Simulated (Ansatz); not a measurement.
Abridged output of a molecular run in Ansatz:

```
Functional definition: HF
1359 factors; integrals over basis functions are off by at most 6.8e-4 eV
mean field evaluation 1: about -213972.1912 eV, gradient 3.8e1 eV
mean field evaluation 2: about -213972.2791 eV, gradient 3.8e1 eV
mean field evaluation 4: about -213975.8524 eV, gradient 1.6e0 eV
mean field evaluation 8: about -213975.8839 eV, gradient 1.3e-1 eV
mean field -213975.88400800 eV, -7863.4686992305 hartree, gradient 2.3e-6 eV, S^2 0.000000; 0 other end points of the search recorded, 0 dependent functions left out
28 core orbitals not correlated: weight in the atoms' cores, before any rotation towards them, 1.000 or more for the frozen orbitals, at most 0.000 for the correlated occupied ones
reference -213975.88400800 eV, -7863.4686992305 hartree; 35, 35 occupied and 79, 79 virtual orbitals, 1359 factors
second order -29.77300876 eV of doubles, -0.00000000 eV of singles
cycle   1  -28.84584137 eV  change    9.3e-1 eV  update   1.6e-1
cycle   2  -29.47403031 eV  change   -6.3e-1 eV  update   6.2e-2
cycle   3  -29.63882474 eV  change   -1.6e-1 eV  update   2.7e-2
cycle   4  -29.61704543 eV  change    2.2e-2 eV  update   7.0e-3
cycle   5  -29.60753314 eV  change    9.5e-3 eV  update   2.4e-3
cycle   6  -29.60856234 eV  change   -1.0e-3 eV  update   8.2e-4
cycle   7  -29.60862713 eV  change   -6.5e-5 eV  update   2.7e-4
cycle   8  -29.60845479 eV  change    1.7e-4 eV  update   9.4e-5
cycle   9  -29.60852794 eV  change   -7.3e-5 eV  update   2.9e-5
perturbative correction -0.79970252 eV, -0.0293885256 hartree
Total energy: -214006.29223846 eV, -7864.5861810885 hartree
```

Its atoms:

Cartesian coordinates in Å:
```
F -1.580 -1.185 0.126
Hf -0.081 -0.061 0.006
Br -0.852 2.292 -0.025
Br 1.370 -0.459 1.974
Br 1.144 -0.588 -2.081
```

(1) Which basis set was used?
A. def2-QZVPP
B. cc-pV(Q+d)Z
C. def2-SVPD
D. def2-SVP

(2) Write the keys of the input that set method, charge and spin (a neutral closed shell needs none for the last two).

Answers

(1) D. It gives 142 functions.

(2) 
```yaml
correlation: {method: ccsd_t}
```
